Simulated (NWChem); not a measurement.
The numbers come from NWChem runs, not from measurements. System: BeO, charge 0, spin multiplicity 1, at a geometry optimised with PBE/def2-SVP. The structure started from a generated list of species. Level: EOM-CCSD/def2-SVPD, 2 core orbitals frozen.

NWChem printed:

```
             Northwest Computational Chemistry Package (NWChem) 7.3.0
             --------------------------------------------------------

                                NWChem Input Module
                                -------------------

 Scaling coordinates for geometry "geometry" by  1.889725989
 (inverse scale =  0.529177249)

 Turning off AUTOSYM since
 SYMMETRY directive was detected!

                             Geometry "geometry" -> ""
                             -------------------------

 Output coordinates in angstroms (scale by  1.889725989 to convert to a.u.)

  No.       Tag          Charge          X              Y              Z
 ---- ---------------- ---------- -------------- -------------- --------------
    1 Be                   4.0000     0.00000000     0.00000000     0.90625300
    2 O                    8.0000     0.00000000     0.00000000    -0.45312600

 Effective nuclear repulsion energy (a.u.)      12.4569174366

            Nuclear Dipole moment (a.u.)
            ----------------------------
        X                 Y               Z
 ---------------- ---------------- ----------------
     0.0000000000     0.0000000000     0.0000075589

      Symmetry information
      --------------------

 Group name             C2v
 Group number             16
 Group order               4
 No. of unique centers     2

      Symmetry unique atoms

     1    2


 Summary of "ao basis" -> "" (spherical)
 ------------------------------------------------------------------------------
       Tag                 Description            Shells   Functions and Types
 ---------------- ------------------------------  ------  ---------------------
 *                         def2-svpd                  on all atoms

 Summary of "ao basis" -> "ao basis" (spherical)
 ------------------------------------------------------------------------------
       Tag                 Description            Shells   Functions and Types
 ---------------- ------------------------------  ------  ---------------------
 Be                        def2-svpd                 6       12   3s3p
 O                         def2-svpd                 9       23   4s3p2d

                                 NWChem SCF Module
                                 -----------------

  ao basis        = "ao basis"
  functions       =    35
  atoms           =     2
  closed shells   =     6
  open shells     =     0
  charge          =   0.00
[...]
   0.6029025917674   0.2103845183851    5.72486     0.2     0.2

 Iteration   2 using    2 trial vectors
   0.1388504611921   0.0655998390911    1.78506     0.1     0.1

 Iteration   3 using    3 trial vectors
   0.0593546252142   0.0537821589876    1.46349     0.1     0.1

 Iteration   4 using    4 trial vectors
   0.0314911868093   0.0517690378191    1.40871     0.1     0.1

 Iteration   5 using    5 trial vectors
   0.0074870710173   0.0512770267954    1.39532     0.1     0.1

 Iteration   6 using    6 trial vectors
   0.0029983871909   0.0510216579929    1.38837     0.1     0.1

 Iteration   7 using    7 trial vectors
   0.0008107947037   0.0510087930978    1.38802     0.1     0.1

 Iteration   8 using    8 trial vectors
   0.0002469386082   0.0509992713855    1.38776     0.1     0.1

 Iteration   9 using    9 trial vectors
   0.0000945639369   0.0509983367146    1.38774     0.1     0.1

 Iteration  10 using   10 trial vectors
   0.0000403705948   0.0509966224188    1.38769     0.1     0.1

 Iteration  11 using   11 trial vectors
   0.0000194041999   0.0509965335457    1.38769     0.2     0.2

 Iteration  12 using   12 trial vectors
   0.0000081965514   0.0509968897069    1.38770     0.1     0.1
 --------------------------------------------------------------
 Iterations converged
 ------------------

 Excited state root  1
 Excitation energy / hartree =        0.050996889706880
                   / eV      =        1.387696565681922
 largest EOMCCSD amplitudes: R1 and R2

 Singles contributions
     7a1  (alpha) ---     6b2  (alpha)        0.8752681536
    10a1  (alpha) ---     6b2  (alpha)       -0.1930888658

 Doubles contributions
     7a1  (alpha)    12b2  (beta ) ---     6b2  (alpha)     6b2  (beta )       -0.1069674792
    12b2  (alpha)     7a1  (beta ) ---     6b2  (alpha)     6b2  (beta )       -0.1069674792

 No. of initial left vectors    1

 EOM-CCSD left-hand side iterations
 --------------------------------------------------------------
      Residuum       Omega / hartree  Omega / eV    Cpu    Wall
 --------------------------------------------------------------

 Iteration   1 using    1 trial vectors
   0.7201990436185   0.2103845183851    5.72486     0.3     0.3

 Iteration   2 using    2 trial vectors
   0.1473980859300   0.0638365599906    1.73708     0.3     0.3

 Iteration   3 using    3 trial vectors
   0.0588303381904   0.0565289561803    1.53823     0.3     0.3

 Iteration   4 using    4 trial vectors
   0.0329666416393   0.0513621397710    1.39764     0.3     0.3

 Iteration   5 using    5 trial vectors
   0.0076643721963   0.0511290900509    1.39129     0.3     0.3

 Iteration   6 using    6 trial vectors
   0.0029696748513   0.0509990983809    1.38776     0.3     0.3

 Iteration   7 using    7 trial vectors
   0.0008114973753   0.0510033642155    1.38787     0.3     0.3

 Iteration   8 using    8 trial vectors
   0.0002452256609   0.0509983462731    1.38774     0.3     0.3

 Iteration   9 using    9 trial vectors
   0.0000893555898   0.0509968632695    1.38770     0.3     0.3

 Iteration  10 using   10 trial vectors
   0.0000317688833   0.0509965815092    1.38769     0.3     0.3

 Iteration  11 using   11 trial vectors
   0.0000121105429   0.0509966757520    1.38769     0.3     0.3

 Iteration  12 using   12 trial vectors
   0.0000051583317   0.0509967699990    1.38769     0.3     0.3
 --------------------------------------------------------------
 Iterations converged

 Excited state root  1
 Excitation energy / hartree =        0.050996889706880
                   / eV      =        1.387696565681922

 EOM-CCSD transition moments / hartree
 --------------------------------------------
 X    0.0000000 Y    0.6381465 Z    0.0000000
 Oscillator Strength                0.0138450
 --------------------------------------------

 EOM-CCSD dipole moments / hartree & Debye
 ------------------------------------
   X         0.0000000      0.0000000
   Y         0.0000000      0.0000000
   Z        -0.0736059     -0.1870889
 Total       0.0736059      0.1870889
 ------------------------------------

 Singles contributions
     7a1  (alpha) ---     6b2  (alpha)        0.8752681536
    10a1  (alpha) ---     6b2  (alpha)       -0.1930888658

 Doubles contributions
     7a1  (alpha)    12b2  (beta ) ---     6b2  (alpha)     6b2  (beta )       -0.1069674792
    12b2  (alpha)     7a1  (beta ) ---     6b2  (alpha)     6b2  (beta )       -0.1069674792

 Task  times  cpu:       28.3s     wall:       28.3s

 Total times  cpu:       28.3s     wall:       28.3s
```

### Question
Write an NWChem input that would produce this output.

### Answer
Several could match; the one computed here: 
```
start mol
memory heap 100 mb stack 700 mb global 1900 mb
geometry units angstroms nocenter noautoz
  Be     0.000000     0.000000     0.906253
  O      0.000000     0.000000    -0.453126
  symmetry group C2v
end
basis spherical
  * library def2-svpd
end
scf
  rhf
  nopen 0
  maxiter 100
  thresh 1e-7
  semidirect memsize 60000000 filesize 0
end
tce
  freeze core 2
  ccsd
  nroots 1
  2eorb
  2emet 13
  thresh 1e-5
  maxiter 200
  tilesize 24
  dipole
end
task tce energy
```
